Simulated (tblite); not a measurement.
Species: C6H11FO.
SMILES with atom numbers: `[CH2:1]=[CH:2][O:3][C@@H:4]([CH3:5])[C@@H:6]([CH3:7])[F:8]` (hydrogens: H9, H10 on C1; H11 on C2; H12 on C4; H13, H14, H15 on C5; H16 on C6; H17, H18, H19 on C7)

Computed with GFN2-xTB (tblite), gas phase: Langevin dynamics at 600 K from the optimised GFN2-xTB geometry, time step 0.5 fs, friction 0.01 fs⁻¹, 2000 steps. The instantaneous temperature is 2·E(kin)/(3Nk) with all 3N coordinates.

```
t (fs)  T (K)  E(pot) above start (eV)  C1=C2 (Å)  C2–O3 (Å)  O3–C4 (Å)  C4–C5 (Å)  C4–C6 (Å)  C1–H9 (Å)  C1–C2–O3–C4 (°)
     0    488                    0.000      1.323      1.354      1.418      1.528      1.538      1.073                0
    25    375                    0.990      1.356      1.330      1.388      1.569      1.531      1.048              -20
    50    402                    1.496      1.330      1.404      1.369      1.568      1.630      1.092              -29
    75    388                    1.365      1.316      1.396      1.428      1.517      1.624      1.072              -20
   100    558                    1.180      1.322      1.389      1.420      1.545      1.560      1.071               -3
   125    804                    1.488      1.312      1.304      1.428      1.549      1.534      1.117               17
   150    921                    1.396      1.307      1.324      1.362      1.539      1.494      1.000               -9
   175    765                    1.613      1.321      1.422      1.401      1.485      1.546      1.092                5
   200    622                    1.706      1.302      1.399      1.458      1.536      1.619      1.143                0
   225    635                    2.050      1.316      1.298      1.461      1.599      1.587      1.017               18
   250    886                    1.339      1.300      1.341      1.428      1.522      1.547      1.129                2
   275    630                    1.738      1.308      1.348      1.478      1.491      1.515      1.093              -10
   300    716                    1.187      1.281      1.314      1.440      1.483      1.522      1.029               -3
   325    684                    1.385      1.343      1.342      1.396      1.551      1.622      1.103               20
   350    592                    1.576      1.380      1.416      1.397      1.647      1.604      1.062               46
   375    509                    1.825      1.286      1.415      1.414      1.572      1.544      1.098               27
   400    573                    1.554      1.310      1.322      1.416      1.551      1.638      1.025               26
   425    763                    1.047      1.351      1.345      1.514      1.526      1.468      1.124               -7
   450    662                    1.302      1.340      1.361      1.409      1.512      1.445      1.085              -50
   475    510                    1.616      1.309      1.396      1.472      1.525      1.531      1.058              -49
   500    579                    0.942      1.307      1.377      1.447      1.514      1.465      1.154              -24
   525    466                    1.061      1.352      1.309      1.376      1.582      1.505      1.036               14
   550    505                    1.053      1.325      1.336      1.406      1.547      1.593      1.059               21
   575    469                    1.289      1.320      1.397      1.452      1.492      1.532      1.135               15
   600    665                    1.017      1.357      1.393      1.472      1.515      1.588      1.073               -1
   625    589                    1.300      1.346      1.387      1.379      1.553      1.588      1.072              -18
   650    548                    1.174      1.284      1.380      1.393      1.576      1.490      1.050              -35
   675    689                    1.014      1.343      1.343      1.424      1.568      1.610      1.076              -21
   700    520                    1.319      1.385      1.396      1.444      1.490      1.577      1.105              -24
   725    484                    1.056      1.321      1.429      1.408      1.515      1.539      1.028               21
   750    645                    0.763      1.355      1.398      1.386      1.519      1.565      1.094                1
   775    625                    0.882      1.353      1.386      1.376      1.524      1.558      1.123                2
   800    498                    1.289      1.354      1.324      1.485      1.607      1.578      1.032              -12
   825    426                    1.055      1.311      1.309      1.527      1.498      1.525      1.096               12
   850    487                    1.151      1.343      1.324      1.480      1.519      1.558      1.165               20
   875    456                    1.376      1.344      1.368      1.359      1.502      1.615      1.047               59
   900    527                    1.586      1.337      1.415      1.503      1.524      1.500      1.072               32
   925    713                    1.304      1.338      1.330      1.390      1.507      1.594      1.152               45
   950    816                    0.902      1.376      1.387      1.494      1.528      1.578      1.056                8
   975    432                    1.732      1.342      1.324      1.470      1.567      1.541      1.075               -1
  1000    592                    1.068      1.307      1.356      1.418      1.585      1.604      1.104               15
```

**Question.** From 500 fs on, how do temperature and potential energy compare with equipartition?

**Answer.** The mean temperature of these 21 frames is 559 K against the target 600 K, and the mean potential energy 1.16 eV against 51 × kT/2 = 1.32 eV for 51 classical harmonic modes. For 19 atoms in a canonical ensemble the temperature itself scatters by T·√(2/(3N)) = 112 K; here its standard deviation is 101 K. The whole run lasts only 10 friction times of 100 fs, so these averages carry a wide statistical error.

**Question.** What are the kinetic and total energies of the listed frame with the highest potential energy?

**Answer.** The one at 225 fs, 2.050 eV above the start. Its kinetic energy is 3NkT/2 = 1.559 eV at 635 K, so the sum is 3.61 eV; over the listed frames the sum runs from 1.20 to 3.66 eV, since the thermostat adds and removes energy.

**Question.** How much do the listed bonds fluctuate from 500 fs on?

**Answer.** 
| bond | at the start (Å) | mean (Å) | standard deviation (Å) |
| --- | --- | --- | --- |
| C1=C2 | 1.323 | 1.338 | 0.023 |
| C2–O3 | 1.354 | 1.365 | 0.035 |
| O3–C4 | 1.418 | 1.433 | 0.048 |
| C4–C5 | 1.528 | 1.535 | 0.033 |
| C4–C6 | 1.538 | 1.557 | 0.041 |
| C1–H9 | 1.073 | 1.086 | 0.040 |

The motion is classical and holds no zero-point motion.

What follows is the cost of the whole dynamics run. On one thread, Arm Neoverse V1 (aarch64), shared host with 32 logical CPUs at a one-minute load of 20, this took 13 s wall and 0.19 GiB of memory at its peak.
